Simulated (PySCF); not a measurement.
The numbers are results of PBE-D3(BJ)/def2-TZVP // r2SCAN-D4/def2-TZVP in PySCF 2.14.0, not measurements. Gas-phase values, no solvent. One relaxed conformer stands for a flexible species; it need not be the lowest. Excitations are Tamm–Dancoff values on a coarser integration grid. The basis has no diffuse functions, so Rydberg states are missing or too high.

Reference species (SMILES): `B1O/C1=B/[H]` (neutral, multiplicity 1).

The S1–T1 gap (TDA) is 0.56 eV and the HOMO–LUMO gap is 2.10 eV.

Changed species: `OC1B=B1` (H–O–C–B torsion 133°).

Problem. Give the shifts of the S1–T1 gap (TDA) and HOMO–LUMO gap.

Solution. the S1–T1 gap (TDA) rises by 1.03 eV, to 1.59 eV; the HOMO–LUMO gap drops by 0.68 eV, to 1.42 eV.
